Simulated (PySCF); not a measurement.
**Spinor energies of Sc²⁺ (scandium, charge +2)**

Start: [Ar] 3d1; 3d5/2 filled at m_j = +5/2. Calculated with PySCF 2.14 in x2c-TZVPPall-2c (6s7p4d2f1g, 70 functions): generalised Hartree-Fock with the X2C-1e Hamiltonian and a Gaussian nucleus; one run each with spin-orbit coupling (SO) screened by Boettger's factors, then bare. This is a chosen level, not necessarily the ground level.

```csv
spinor shell,electrons,"ε, screened SO (eV)","ε, bare SO (eV)",weight of nominal j (bare SO),"rms radius, bare SO (bohr)"
1s1/2,2,-4554.8,-4554.8,1.000,0.0844
2s1/2,2,-539.29,-539.29,1.000,0.370
2p1/2,2,-445.17,-445.52,0.998,0.338
2p3/2,4,-440.50,-440.34,0.999,0.341
3s1/2,2,-85.515,-85.519,1.000,1.15
3p3/2,4,-58.278,-57.842,0.856,1.27
3p1/2,2,-57.458,-58.342,0.712,1.26
3d5/2,1,-24.496,-24.484,1.000,1.74
```

```
   quantity  screened SO     bare SO
E (hartree)   -762.62954  -762.63018
        M_J          5/2         5/2
       ⟨J²⟩        8.754       8.754
       ⟨L²⟩        6.004       6.004
       ⟨S²⟩        0.751       0.751
```

Each row is a mean over spinors that exchange with the open shell spreads, by up to 4.436 eV (3p3/2).

Rows whose weight is well below 1 are mixtures of j = l ± 1/2: exchange outweighs spin-orbit coupling there, and the label is only the starting occupation.
